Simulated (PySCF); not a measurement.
# Ca⁺ (calcium, charge +1) across methods

[Ar] 4s1, 2S determinant. Computed with PySCF 2.14 in aug-cc-pwCVQZ-X2C (11s10p8d6f3g, 150 functions), with the spin-free X2C one-electron Hamiltonian (Gaussian nucleus).

| method | E (hartree) | mean ε 3p α (eV) | mean ε 3p β (eV) | mean ε 4s α (eV) | Σ⟨r²⟩ (bohr²) | ⟨S²⟩ |
| --- | --- | --- | --- | --- | --- | --- |
| PBE0 | -680.064 | -37.265 | -37.122 | -9.953 | 30.21 | 0.750 |
| UHF | -679.44804 | -43.082 | -42.957 | -11.380 | 31.07 | 0.750 |
| r2SCAN | -680.199 | -35.693 | -35.590 | -9.446 | 30.23 | 0.750 |
| LDA | -678.373 | -34.956 | -34.826 | -9.503 | 29.83 | 0.750 |
| PBE | -680.023 | -34.931 | -34.780 | -9.341 | 30.11 | 0.750 |
